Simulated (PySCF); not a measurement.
## The electron affinity along group 8

All values are computed (PySCF 2.14, energy differences of UHF-based or UKS calculations, no spin-orbit coupling). Values in eV. The last column holds reference values (measured affinities from photodetachment; the arrow runs from anion to atom). Unmarked ones compare directly (S terms, centres of terms, or small fine structure); those marked * lie between the lowest fine-structure levels and include a spin-orbit shift.

```json
{"element": "Fe (aug-cc-pVDZ, non-relativistic)", "configurations": "[Ar] 3d7 4s2 → [Ar] 3d6 4s2", "UHF": "-1.995", "MP2 (valence)": "-0.209", "SCS-MP2 (valence)": "-0.259", "CCSD (valence)": "-0.366", "LDA": "1.172", "PBE0": "0.397", "reference": "0.153 *"}
{"element": "Ru (aug-cc-pVDZ-PP with ECP28MDF, ECP)", "configurations": "[Kr] 4d7 5s2 → [Kr] 4d7 5s1", "UHF": "-0.165", "MP2 (valence)": "0.534", "SCS-MP2 (valence)": "0.623", "CCSD (valence)": "0.779", "LDA": "1.276", "PBE0": "0.774", "reference": "1.046 *"}
{"element": "Os (aug-cc-pVDZ-PP with ECP60MDF, ECP)", "configurations": "[Xe] 4f14 5d7 6s2 → [Xe] 4f14 5d6 6s2", "UHF": "-0.616", "MP2 (valence)": "0.513", "SCS-MP2 (valence)": "0.554", "CCSD (valence)": "0.588", "LDA": "1.390", "PBE0": "0.985", "reference": "1.078 *"}
```

The highest occupied level of the anion is positive for Fe⁻ at UHF, LDA, PBE0; Ru⁻ at UHF, LDA, PBE0; Os⁻ at LDA, PBE0, so there the basis helps to hold the electron.

"Valence" correlates the outer s and p shells and, in groups 3 to 12 and the f block, the outer d or f shell, open or full, or the next shell where the ion has no valence electron left; the wider scheme adds the next inner shell.
